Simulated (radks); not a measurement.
All-electron atom: Cr5+ in [Ar] 3d1. Method: non-relativistic Kohn-Sham, PBE, spin-polarised, spherical densities, point nucleus; open shells are filled with parallel spins first; computed with a radial shooting solver on a logarithmic mesh with Libxc functionals.

Unscreened Slater integrals over Kohn-Sham orbitals (hartree). They are taken over the spin-up orbitals. Empty in this configuration: 4s.

integral,value
"F0(3d,3d)",0.95951
"F2(3d,3d)",0.46743
"F4(3d,3d)",0.29589
"F0(3d,3p)",0.97846
"F2(3d,3p)",0.47886
"G1(3d,3p)",0.58481
"G3(3d,3p)",0.36327
"F0(3d,3s)",0.99351
"G2(3d,3s)",0.45120
"F0(3d,2p)",1.2881
"F2(3d,2p)",0.26745
"G1(3d,2p)",0.20259
"G3(3d,2p)",0.11510
"F0(3d,4s)",0.53754
"G2(3d,4s)",0.061203
"F0(3p,3p)",1.0061
"F2(3p,3p)",0.50951
"F0(3p,3s)",1.0210
"G1(3p,3s)",0.68059
"F0(3p,2p)",1.3571
"F2(3p,2p)",0.27860
"G0(3p,2p)",0.10997
"G2(3p,2p)",0.11518
"F0(3p,4s)",0.54223
"G1(3p,4s)",0.048817
"F0(3s,3s)",1.0374
"F0(3s,2p)",1.3741
"G1(3s,2p)",0.11675
"F0(3s,4s)",0.54459
"G0(3s,4s)",0.035771
"F0(2p,2p)",3.5009
"F2(2p,2p)",1.6477
"F0(2p,4s)",0.60538
"G1(2p,4s)",0.021836
"F0(4s,4s)",0.43381

Derived for the open shells (J is the average intra-shell exchange parameter used in DFT+U). 3d: Racah B = F2/49 - 5 F4/441 = 0.006185 hartree, C = 35 F4/441 = 0.02348 hartree, C/B = 3.80, F4/F2 = 0.633, J = (F2 + F4)/14 = 0.05452 hartree.
